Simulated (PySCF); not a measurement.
**Bond curve of AsN**

Set-up: PySCF, no relativity, basis sets As 6-31G(d,p), N 6-31G(d,p). Energies in eV from As + N in their ground configurations at the same level. State: triplet, unpaired electrons π ↑↑, a mixture of terms (⟨Lz²⟩ = 2.0), a second solution, started from another occupation.

All columns are PBE0. A positive dipole means As(−)N(+).

```
R (Å)  E (eV)  μ (D)  Mulliken charge on As (basis-dependent)  HOMO (eV)  LUMO (eV)  Mayer bond order  ⟨S²⟩
1.384   2.777  -1.27                                     0.14      -4.80      -6.38              2.04  2.01
1.448   0.969  -1.43                                     0.16      -5.02      -6.02              2.01  2.01
1.512  -0.258  -1.56                                     0.19      -5.24      -5.71              1.99  2.01
1.561  -0.887  -1.65                                     0.20      -5.40      -5.49              1.97  2.01
1.609  -1.324  -1.73                                     0.22      -5.56      -5.30              1.96  2.01
1.657  -1.608  -1.80                                     0.23      -5.72      -5.13              1.94  2.01
1.722  -1.802  -1.87                                     0.25      -5.91      -4.92              1.92  2.02
1.802  -1.834  -1.89                                     0.26      -6.12      -4.71              1.84  2.09
1.899  -1.701  -1.80                                     0.25      -6.32      -4.50              1.63  2.31
2.027  -1.401  -1.69                                     0.24      -6.51      -4.27              1.37  2.57
```

⟨S²⟩ of the unrestricted solution departs from its pure value on part of the curve, where spin states mix. Spin–orbit coupling is left out.

At some distances an empty level lies below a filled one, because the occupation is held.
